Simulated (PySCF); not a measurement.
Species: C5H12OSi2.
SMILES with atom numbers: `[CH2:1]1[CH2:2][Si@H:3]([CH:4]2[CH2:5][CH2:6]2)[O:7][SiH2:8]1`

Structure used (PBE0-D3(BJ)/def2-SVP), in Å, numbered top down from 1:
```
atom  x, y, z in Å
C1    -2.6272   -0.5664   -0.3706
C2    -1.2055   -1.1629   -0.4570
Si3    0.0096    0.2818   -0.6479
C4     1.6691   -0.0007    0.1240
C5     2.7585   -0.6297   -0.7208
C6     2.8688    0.8006   -0.3196
O7    -0.8742    1.4895    0.1271
Si8   -2.4530    1.0907    0.5343
H9    -3.3477   -1.2546    0.1002
H10   -3.0132   -0.3533   -1.3827
H11   -0.9495   -1.6754    0.4878
H12   -1.1147   -1.9202   -1.2524
H13    0.2431    0.6682   -2.0768
H14    1.6622   -0.2975    1.1793
H15    3.4136   -1.3604   -0.2391
H16    2.5388   -0.8562   -1.7697
H17    3.6033    1.0684    0.4445
H18    2.7274    1.5686   -1.0867
H19   -2.5845    0.9632    2.0186
H20   -3.4017    2.1401    0.0593
```

Probes without a nucleus sit at each ring's centroid and 1 Å off its mean plane on both sides; NICS is minus the shielding there, NICSzz its component along the normal. Level: GIAO PBE0/pcSseg-1 (PySCF, non-relativistic, gas phase) on the PBE0-D3(BJ)/def2-SVP geometry, one conformer.

Ring bond lengths (Å), with Mayer bond orders in brackets: C1–C2 1.544 (1.01), C2–Si3 1.897 (0.91), Si3–O7 1.685 (0.92), O7–Si8 1.679 (0.93), Si8–C1 1.896 (0.91); C4–C5 1.515 (0.94), C5–C6 1.490 (0.97), C6–C4 1.509 (0.96).

Question: Give the NICS values of each ring in ppm.

Answer: 
| ring | type | NICS(0) | NICS(1), two faces | NICS(1)zz, two faces | rms pucker (Å) | centre to ring atoms, mean (Å) |
| --- | --- | --- | --- | --- | --- | --- |
| C1–C2–Si3–O7–Si8 | 5-membered ring with O and 2 Si; formal bonds all single | -4.9 | -2.8 / -2.9 | -1.0 / -2.2 | 0.16 | 1.47 |
| C4–C5–C6 | 3-membered carbocycle; formal bonds all single | -44.6 | -9.4 / -8.3 | -23.4 / -23.8 | 0.00 | 0.87 |

Question: What can be read from them?

Answer: 
- C1–C2–Si3–O7–Si8: mean NICS(1)zz -1.6 ppm, near zero. C1, C2, Si3, Si8 have four or more neighbours, so the value isn't read as a sign of a π ring current.
- C4–C5–C6: mean NICS(1)zz -23.6 ppm, shielded. C4, C5, C6 have four or more neighbours, so the value isn't read as a sign of a π ring current. NICS(0) lies 36 ppm below the mean NICS(1).

Question: List the ring angles and the Hirshfeld charges of the ring atoms.

Answer: 
- C1–C2–Si3–O7–Si8: C1 106.2° (-0.162 e), C2 107.5° (-0.163 e), Si3 99.4° (+0.413 e), O7 115.8° (-0.322 e), Si8 100.3° (+0.397 e); sum 529.2° against 540° for a flat convex ring.
- C4–C5–C6: C4 59.0° (-0.139 e), C5 60.3° (-0.084 e), C6 60.7° (-0.082 e); sum 180.0° against 180° for a flat convex ring.

Question: What are the shieldings of the ring atoms and their hydrogens in the same run (means over atoms taken as equivalent)?

Answer: 
| atoms | environment | σ isotropic (ppm) | principal values of the symmetric part, first atom (ppm) |
| --- | --- | --- | --- |
| C1 | sp3 carbon bound to silicon | 175.9 | 162.2, 174.6, 191.0 |
| C2 | sp3 carbon bound to silicon | 174.9 | 166.2, 174.2, 184.5 |
| Si3 | oxygen-bound silicon | 322.9 | 270.0, 337.4, 361.4 |
| C4 | sp3 carbon bound to silicon | 187.7 | 153.7, 178.7, 230.5 |
| C5 | three-membered-ring carbon | 184.4 | 158.0, 179.4, 215.9 |
| C6 | three-membered-ring carbon | 180.7 | 153.4, 175.2, 213.5 |
| O7 | siloxane oxygen | 283.7 | 218.8, 306.9, 325.5 |
| Si8 | oxygen-bound silicon | 352.6 | 297.3, 339.2, 421.3 |
| H9 | methylene hydrogen | 30.27 | 25.1, 27.4, 38.3 |
| H10 | methylene hydrogen | 30.34 | 25.7, 27.5, 37.9 |
| H11 | methylene hydrogen | 30.54 | 25.5, 29.6, 36.6 |
| H12 | methylene hydrogen | 30.18 | 24.6, 28.8, 37.1 |
| H13 | Si–H hydrogen | 27.17 | 23.3, 26.5, 31.7 |
| H14 | methine hydrogen | 31.65 | 24.4, 29.0, 41.5 |

The list is cut; further classes of hydrogen are left out.

Question: How do the values depend on the level or the medium?

Answer: 
```tsv
level	NICS(0), C1–C2–Si3–O7–Si8	mean NICS(1)zz, C1–C2–Si3–O7–Si8	NICS(0), C4–C5–C6	mean NICS(1)zz, C4–C5–C6
PBE0/pcSseg-1, gas	-4.9	-1.6	-44.6	-23.6
WP04/pcSseg-1, gas	-4.4	-0.9	-42.6	-21.9
PBE0/pcSseg-1, IEF-PCM acetonitrile	-4.9	-1.6	-45.0	-23.7
PBE0/pcSseg-1, IEF-PCM methanol	-4.9	-1.6	-45.0	-23.7
```

The geometry is the same throughout; the continuum's cavity takes Bondi-type radii × 1.2.
